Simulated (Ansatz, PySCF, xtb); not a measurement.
Isomers of CH6Si2. Gas-phase values, no solvent. Strings in code marks are SMILES.

Quantity: electronic energy of isomers of CH6Si2 relative to `C1[SiH2][SiH2]1`, in kJ/mol. The restricted reference of `C[SiH]=[SiH2]`, `C=[SiH][SiH3]` and `[SiH2]=C[SiH3]` is unstable towards unrestricted orbitals.

Level 1: frozen-core CCSD(T)/cc-pVTZ // PBE0-D3(BJ)/def2-TZVP (Ansatz, a first-principles code)
Level 2: B3LYP/cc-pVTZ // PBE0-D3(BJ)/def2-TZVP (Ansatz)
Level 3: PBE/6-31G* // PBE0-D3(BJ)/def2-TZVP (PySCF)
Level 4: GFN2-xTB (xtb)

```
species           level 2  level 3  level 4
----------------  -------  -------  -------
`C=[SiH][SiH3]`     30.06    41.25    -9.43
`C[SiH]=[SiH2]`     19.67    18.22     1.50
`[SiH2]=C[SiH3]`    25.23     46.1   -40.77
```

Q: What does level 1 give for each, and how far do the other levels lie from it on average?

A: 
- `C=[SiH][SiH3]`: 33.63
- `C[SiH]=[SiH2]`: 22.71
- `[SiH2]=C[SiH3]`: 26.20
Mean absolute difference from level 1, which has limits of its own, over these rows (drawn at random from the members that have all these levels): level 2 2.53 kJ/mol, level 3 10.67 kJ/mol, level 4 43.7 kJ/mol.
